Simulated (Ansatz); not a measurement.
Predict a relaxed structure of the cluster Ba2O⁺ (the lowest doublet isomer of a short search), charge 1, doublet, at PBE0-D4/def2-TZVP (Ansatz).


```tsv
atom	x (Å)	y (Å)	z (Å)
Ba1	1.2696	1.3384	0.9587
Ba2	-1.4721	-1.0096	-1.0660
O3	0.2024	-0.3289	0.1073
```
 This is one stationary point.

In the def2 sets Ba takes a core potential; there is no spin–orbit coupling. The relaxation made no stability test and no search for a lower SCF solution. The structure comes from a short search, and lower isomers may exist.
